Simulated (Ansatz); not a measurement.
A structure relaxed at r2SCAN-D4/def2-SVP in Ansatz, charge 0, singlet:

Cartesian coordinates in Å:
```
Pb 1.515 0.306 1.646
Pb -0.972 1.217 -0.370
Pb 1.484 -0.693 -1.553
Se -1.034 -1.078 -1.990
Se -0.993 0.248 2.267
```

(1) Give its formula and point group.

(2) Summarise the bond lengths by kind (pairs closer than 1.2 times the sum of covalent radii, bridged metal pairs left out).

## Answers

(1) the cluster Pb₃Se₂. Point group Cs (tolerance 0.1 Å).

(2) 4 × Pb–Se 2.58 to 2.81 Å; 1 × Pb–Pb 3.35 Å.

In the def2 sets Pb takes a core potential; there is no spin–orbit coupling. The restricted singlet is unstable towards broken spin symmetry in Hartree–Fock (as tested in another run); at r2SCAN-D4/def2-SVP this wasn't settled. Another isomer (singlet) lies 1.05 eV lower at PBE0-D4/def2-TZVP; other spin states weren't run for this one.
